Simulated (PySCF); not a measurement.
Radial density of I (iodine, neutral)

UHF, [Kr] 4d10 5s1 5p6, 2S determinant (an excited configuration). Computed with PySCF 2.14 in ANO-RCC-VTZP (7s6p4d2f1g, 68 functions), with the spin-free X2C one-electron Hamiltonian (Gaussian nucleus).

```tsv
r (bohr)	4πr²ρ (e/bohr)	4πr²(ρα − ρβ)
0.0236	66.74	0.0080
0.0397	59.83	0.0090
0.0668	82.62	0.0371
0.112	78.19	-0.0019
0.189	66.90	0.0412
0.318	59.53	0.0191
0.535	24.20	0.1670
0.900	22.29	-0.0230
1.51	5.592	0.8403
2.55	2.866	0.3462
4.28	0.3993	-0.0676
7.20	0.008220	-0.0049
12.1	1.175e-05	0.0000
```

Densities and radii are taken from the X2C orbitals without a picture-change correction, which distorts them close to the nucleus.

(1) Where is the radial spin density 4πr²(ρα − ρβ) most negative, and why is it negative at all?

Results:

(1) Around r = 4.28 bohr, down to -0.0676 e/bohr: exchange with the open shell polarises the paired shells in an unrestricted calculation.
